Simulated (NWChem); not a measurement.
System: C$_{3}$H$_{6}$Cl$_{2}$; SMILES CC(C)(Cl)Cl

Input file for NWChem:

```
start job
memory heap 200 mb stack 900 mb global 1100 mb
geometry units angstroms noautosym nocenter noautoz
  C      0.000000     1.277836    -1.172754
  C      0.000000     0.000000    -0.348817
  C      0.000000    -1.277836    -1.172754
  Cl     1.476931     0.000000     0.718807
  Cl    -1.476931     0.000000     0.718807
  H     -0.902858     1.307452    -1.814566
  H      0.000000     2.164859    -0.512993
  H      0.902858     1.307452    -1.814566
  H     -0.902858    -1.307452    -1.814566
  H      0.000000    -2.164859    -0.512993
  H      0.902858    -1.307452    -1.814566
end
basis spherical
  * library def2-svp
end
dft
  xc b3lyp
  iterations 150
  mulliken
end
task dft energy
esp
  recalculate
  probe 0.07
  range 0.3
  factor 1.0
  spacing 0.02
end
task esp
```

Parts of the log:

```
             Northwest Computational Chemistry Package (NWChem) 7.3.0
             --------------------------------------------------------

                             Geometry "geometry" -> ""
                             -------------------------

 Output coordinates in angstroms (scale by  1.889725989 to convert to a.u.)

  No.       Tag          Charge          X              Y              Z
 ---- ---------------- ---------- -------------- -------------- --------------
    1 C                    6.0000     0.00000000     1.27783600    -1.17275400
    2 C                    6.0000     0.00000000     0.00000000    -0.34881700
    3 C                    6.0000     0.00000000    -1.27783600    -1.17275400
    4 Cl                  17.0000     1.47693100     0.00000000     0.71880700
    5 Cl                  17.0000    -1.47693100     0.00000000     0.71880700
    6 H                    1.0000    -0.90285800     1.30745200    -1.81456600
    7 H                    1.0000     0.00000000     2.16485900    -0.51299300
    8 H                    1.0000     0.90285800     1.30745200    -1.81456600
    9 H                    1.0000    -0.90285800    -1.30745200    -1.81456600
   10 H                    1.0000     0.00000000    -2.16485900    -0.51299300
   11 H                    1.0000     0.90285800    -1.30745200    -1.81456600

 Effective nuclear repulsion energy (a.u.)     292.9312054538

                                 NWChem DFT Module
                                 -----------------

 Summary of "ao basis" -> "ao basis" (spherical)
 ------------------------------------------------------------------------------
       Tag                 Description            Shells   Functions and Types
 ---------------- ------------------------------  ------  ---------------------
 C                          def2-svp                 6       14   3s2p1d
 Cl                         def2-svp                 8       18   4s3p1d
 H                          def2-svp                 3        5   2s1p

            General Information
            -------------------
          SCF calculation type: DFT
          Wavefunction type:  closed shell.
          No. of atoms     :    11
          No. of electrons :    58
           Alpha electrons :    29
            Beta electrons :    29
          Charge           :     0
          Spin multiplicity:     1
          Use of symmetry is: off; symmetry adaption is: off
          Maximum number of iterations: 150
          AO basis - number of functions:   108
                     number of shells:    52
          Convergence on energy requested:  1.00D-06
          Convergence on density requested:  1.00D-05
          Convergence on gradient requested:  5.00D-04

              XC Information
              --------------
                         B3LYP Method XC Potential
                     Hartree-Fock (Exact) Exchange  0.200
                        Slater Exchange Functional  0.800 local
                    Becke 1988 Exchange Functional  0.720 non-local
              Lee-Yang-Parr Correlation Functional  0.810
                  VWN I RPA Correlation Functional  0.190 local

             Grid Information
             ----------------
          Grid used for XC integration:  medium
          Radial quadrature: Mura-Knowles
          Angular quadrature: Lebedev.
          Tag              B.-S. Rad. Rad. Pts. Rad. Cut. Ang. Pts.
          ---              ---------- --------- --------- ---------
          C                   0.70       49          10.0       434
          Cl                  1.00       88          10.0       590
          H                   0.35       45          11.0       434
          Grid pruning is: on
          Number of quadrature shells:   593
          Spatial weights used:  Erf1

      Superposition of Atomic Density Guess
      -------------------------------------

 Sum of atomic energies:       -1034.51714403

      Non-variational initial energy
      ------------------------------

 Total energy =   -1036.853244
 1-e energy   =   -2007.492907
 2-e energy   =     677.708458
 HOMO         =      -0.363236
 LUMO         =       0.065422

     ---------------------------------------------
      Total Density - Mulliken Population Analysis
     ---------------------------------------------

    Atom       Charge   Shell Charges
 -----------   ------   -------------------------------------------------------
    1 C    6     6.19   1.99  0.97  0.18  2.05  0.98  0.02
    2 C    6     5.67   1.99  0.91  0.37  1.43  0.92  0.06
    3 C    6     6.19   1.99  0.97  0.18  2.05  0.98  0.02
    4 Cl  17    17.29   2.00  1.99  1.23  0.71  5.94  2.15  3.25  0.02
    5 Cl  17    17.29   2.00  1.99  1.23  0.71  5.94  2.15  3.25  0.02
    6 H    1     0.89   0.66  0.21  0.02
    7 H    1     0.90   0.67  0.21  0.02
    8 H    1     0.89   0.66  0.21  0.02
    9 H    1     0.89   0.66  0.21  0.02
   10 H    1     0.90   0.67  0.21  0.02
   11 H    1     0.89   0.66  0.21  0.02

   convergence    iter        energy       DeltaE   RMS-Dens  Diis-err
 ---------------- ----- ----------------- --------- --------- ---------
 d= 0,ls=0.0,diis     1  -1037.8831667696 -1.33D+03  1.39D-02  8.79D-01
 d= 0,ls=0.0,diis     2  -1037.7480673055  1.35D-01  9.69D-03  2.02D+00
 d= 0,ls=0.0,diis     3  -1037.9850571071 -2.37D-01  1.46D-03  3.09D-02
 d= 0,ls=0.0,diis     4  -1037.9887437622 -3.69D-03  3.77D-04  2.13D-03
 d= 0,ls=0.0,diis     5  -1037.9889886258 -2.45D-04  8.62D-05  1.42D-04
  Resetting Diis
 d= 0,ls=0.0,diis     6  -1037.9890068828 -1.83D-05  1.67D-05  3.74D-06
 d= 0,ls=0.0,diis     7  -1037.9890073524 -4.70D-07  7.17D-06  1.64D-07

         Total DFT energy =    -1037.989007352380
      One electron energy =    -2011.146573588599
           Coulomb energy =      755.231884193824
    Exchange-Corr. energy =      -75.005523411377
 Nuclear repulsion energy =      292.931205453772

 Numeric. integr. density =       58.000012155603

                       DFT Final Molecular Orbital Analysis
                       ------------------------------------

 Vector   27  Occ=2.000000D+00  E=-3.060524D-01
              MO Center= -7.9D-07,  2.6D-08,  5.8D-01, r^2= 3.6D+00
   Bfn.  Coefficient  Atom+Function         Bfn.  Coefficient  Atom+Function
  ----- ------------  ---------------      ----- ------------  ---------------
    54      0.456723   4 Cl py               72     -0.456723   5 Cl py
    51      0.339889   4 Cl py               69     -0.339889   5 Cl py
    48      0.196624   4 Cl py               66     -0.196624   5 Cl py
     4     -0.080078   1 C  px               32      0.080078   3 C  px
    79      0.075346   6 H  s                89     -0.075346   8 H  s

 Vector   28  Occ=2.000000D+00  E=-2.978650D-01
              MO Center=  8.0D-07,  7.7D-09,  4.7D-01, r^2= 3.5D+00
   Bfn.  Coefficient  Atom+Function         Bfn.  Coefficient  Atom+Function
  ----- ------------  ---------------      ----- ------------  ---------------
    54      0.439350   4 Cl py               72      0.439350   5 Cl py
    51      0.319554   4 Cl py               69      0.319554   5 Cl py
    48      0.185241   4 Cl py               66      0.185241   5 Cl py
    19     -0.174153   2 C  py                3     -0.150371   1 C  s
    31      0.150371   3 C  s                 6     -0.119685   1 C  pz

 Vector   29  Occ=2.000000D+00  E=-2.900593D-01
              MO Center=  1.2D-07, -5.5D-09,  6.6D-01, r^2= 3.4D+00
   Bfn.  Coefficient  Atom+Function         Bfn.  Coefficient  Atom+Function
  ----- ------------  ---------------      ----- ------------  ---------------
    53      0.346447   4 Cl px               71      0.346446   5 Cl px
    55     -0.327002   4 Cl pz               73      0.327002   5 Cl pz
    50      0.260356   4 Cl px               68      0.260356   5 Cl px
    52     -0.243168   4 Cl pz               70      0.243168   5 Cl pz
    47      0.149510   4 Cl px               65      0.149510   5 Cl px

 Vector   30  Occ=0.000000D+00  E= 8.269408D-03
              MO Center= -8.8D-08, -1.2D-08,  2.8D-01, r^2= 3.3D+00
   Bfn.  Coefficient  Atom+Function         Bfn.  Coefficient  Atom+Function
  ----- ------------  ---------------      ----- ------------  ---------------
    17      1.178347   2 C  s                53      0.590569   4 Cl px
    71     -0.590569   5 Cl px               23      0.557288   2 C  pz
    46     -0.480660   4 Cl s                64     -0.480660   5 Cl s
    20      0.434534   2 C  pz               16      0.408708   2 C  s
    85     -0.358555   7 H  s               100     -0.358555  10 H  s

 Vector   31  Occ=0.000000D+00  E= 2.646631D-02
              MO Center=  1.0D-07, -1.4D-08, -3.1D-01, r^2= 3.9D+00
   Bfn.  Coefficient  Atom+Function         Bfn.  Coefficient  Atom+Function
  ----- ------------  ---------------      ----- ------------  ---------------
    21      0.863358   2 C  px               18      0.545665   2 C  px
    55      0.414210   4 Cl pz               73     -0.414210   5 Cl pz
    46     -0.399739   4 Cl s                64      0.399739   5 Cl s
    53      0.386603   4 Cl px               71      0.386603   5 Cl px
    80      0.373142   6 H  s                90     -0.373142   8 H  s

 Vector   32  Occ=0.000000D+00  E= 5.576869D-02
              MO Center= -4.2D-08, -4.6D-08, -1.7D+00, r^2= 6.2D+00
   Bfn.  Coefficient  Atom+Function         Bfn.  Coefficient  Atom+Function
  ----- ------------  ---------------      ----- ------------  ---------------
     3      1.613932   1 C  s                31      1.613932   3 C  s
    80     -0.882509   6 H  s                90     -0.882509   8 H  s
    95     -0.882509   9 H  s               105     -0.882509  11 H  s
    85     -0.570166   7 H  s               100     -0.570166  10 H  s
     9     -0.297996   1 C  pz               37     -0.297996   3 C  pz

     ---------------------------------------------
      Total Density - Mulliken Population Analysis
     ---------------------------------------------

    Atom       Charge   Shell Charges
 -----------   ------   -------------------------------------------------------
    1 C    6     5.89   1.98  0.92  0.08  2.12  0.76  0.03
    2 C    6     6.21   1.99  0.98  0.32  1.95  0.91  0.07
    3 C    6     5.89   1.98  0.92  0.08  2.12  0.76  0.03
    4 Cl  17    17.11   2.00  1.98  1.27  0.70  5.93  2.16  3.04  0.03
    5 Cl  17    17.11   2.00  1.98  1.27  0.70  5.93  2.16  3.04  0.03
    6 H    1     0.97   0.74  0.21  0.02
    7 H    1     0.96   0.73  0.20  0.02
    8 H    1     0.97   0.74  0.21  0.02
    9 H    1     0.97   0.74  0.21  0.02
   10 H    1     0.96   0.73  0.20  0.02
   11 H    1     0.97   0.74  0.21  0.02

     -------------------------------------------
      Total Density - Lowdin Population Analysis
     -------------------------------------------

    Atom       Charge   Shell Charges
 -----------   ------   -------------------------------------------------------
    1 C    6     6.07   1.96  0.59  0.31  1.90  1.24  0.07
    2 C    6     6.14   1.96  0.68  0.34  1.80  1.22  0.14
    3 C    6     6.07   1.96  0.59  0.31  1.90  1.24  0.07
    4 Cl  17    16.96   2.00  1.96  1.05  0.79  5.82  2.28  3.02  0.03
    5 Cl  17    16.96   2.00  1.96  1.05  0.79  5.82  2.28  3.02  0.03
    6 H    1     0.97   0.63  0.27  0.06
    7 H    1     0.97   0.63  0.27  0.06
    8 H    1     0.97   0.63  0.27  0.06
    9 H    1     0.97   0.63  0.27  0.06
   10 H    1     0.97   0.63  0.27  0.06
   11 H    1     0.97   0.63  0.27  0.06

     Multipole analysis of the density
     ---------------------------------

     L   x y z        total         alpha         beta         nuclear
     -   - - -        -----         -----         ----         -------
     0   0 0 0     -0.000000    -29.000000    -29.000000     58.000000

     1   1 0 0      0.000000      0.000000      0.000000      0.000000
     1   0 1 0      0.000000      0.000000      0.000000      0.000000
     1   0 0 1     -0.836001     -0.407832     -0.407832     -0.020337

     2   2 0 0    -34.550573   -155.521303   -155.521303    276.492034
     2   1 1 0      0.000000      0.000000      0.000000      0.000000
     2   1 0 1      0.000000      0.000000      0.000000      0.000000
     2   0 2 0    -31.986260    -79.924698    -79.924698    127.863136
     2   0 1 1      0.000000      0.000000      0.000000      0.000000
     2   0 0 2    -32.274665   -102.732830   -102.732830    173.190995

                     NWChem Electrostatic Potential Fit Module
                     -----------------------------------------

 Atom parameters

 Number of atoms is                                   11
 Number of basis functions is                        108

 Grid parameters

 Maximum number of grid points is                  40718
 Number of grid points is                          40717
 Grid range                                     0.300000 nm
 Grid spacing                                   0.020000 nm
 Probe radius                                   0.070000 nm
 Atom radius factor                             1.000000

 Atomic radii

    1    0.100000
    6    0.147000
   17    0.169000
 FASTESP  F
  using M.O. file = ./job.movecs

    Atom              Coordinates                           Charge

                                                  ESP

    1 C     0.000000    0.127784   -0.117275   -0.150527
    2 C     0.000000    0.000000   -0.034882    0.378736
    3 C     0.000000   -0.127784   -0.117275   -0.153480
    4 Cl    0.147693    0.000000    0.071881   -0.196634
    5 Cl   -0.147693    0.000000    0.071881   -0.197482
    6 H    -0.090286    0.130745   -0.181457    0.052067
    7 H     0.000000    0.216486   -0.051299    0.054755
    8 H     0.090286    0.130745   -0.181457    0.051729
    9 H    -0.090286   -0.130745   -0.181457    0.052701
   10 H     0.000000   -0.216486   -0.051299    0.055631
   11 H     0.090286   -0.130745   -0.181457    0.052505
                                            ------------
                                               -0.000000

 Dipole moment                                  0.934945

 Quadrupole moment Qxx                         -5.156564
                   Qyy                          6.280104
                   Qzz                         -1.123540

 RMS deviation kJ/mol                           0.063808

 RRMS %                                        37.662416
```

Level: B3LYP/def2-SVP. Coordinates come from a PBE-D3(BJ)/def2-SVP optimisation.
